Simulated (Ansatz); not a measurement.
Relaxation of FH2InN (5 atoms, charge 0, multiplicity 2), to a largest force component of 0.015 eV/Å in at most 40 steps.

Method: UKS PBE0/def2-SVP (Ansatz 0.2.0).

```xyz
5
Properties=species:S:1:pos:R:3
N 0.207 0.775 -0.308
In 0.118 -0.980 0.284
F 0.513 -1.809 0.373
H -0.594 0.738 -0.956
H -0.194 1.202 0.565
```

Where does it end, and by what steps?

The forces met the threshold. After 10 steps the energy has fallen by 113.872 eV; F3 moved furthest, 0.80 Å. The start is strongly strained (largest force component 476 eV/Å).

| step | energy less start (eV) | largest force component (eV/Å) | accepted |
| --- | --- | --- | --- |
| 0 | 0.0000 | 476.156 | yes |
| 1 | -93.9917 | 81.693 | yes |
| 2 | -105.7636 | 33.363 | yes |
| 3 | -111.1554 | 11.181 | yes |
| 4 | -113.3171 | 2.611 | yes |
| 5 | -113.6741 | 1.983 | yes |
| 6 | -113.7318 | 1.555 | yes |
| 7 | -113.8642 | 0.141 | yes |
| 8 | -113.8683 | 0.226 | yes |
| 9 | -113.8718 | 0.020 | yes |
| 10 | -113.8720 | 0.008 | yes |

```xyz
5
Properties=species:S:1:pos:R:3
N 0.104 0.880 -0.207
In 0.125 -0.868 0.982
F 0.635 -2.457 -0.085
H -0.490 0.709 -1.025
H -0.324 1.662 0.294
```

Time of the run: 50 s on 1 thread of Arm Neoverse V1, on a shared host, peak memory 0.17 GiB.
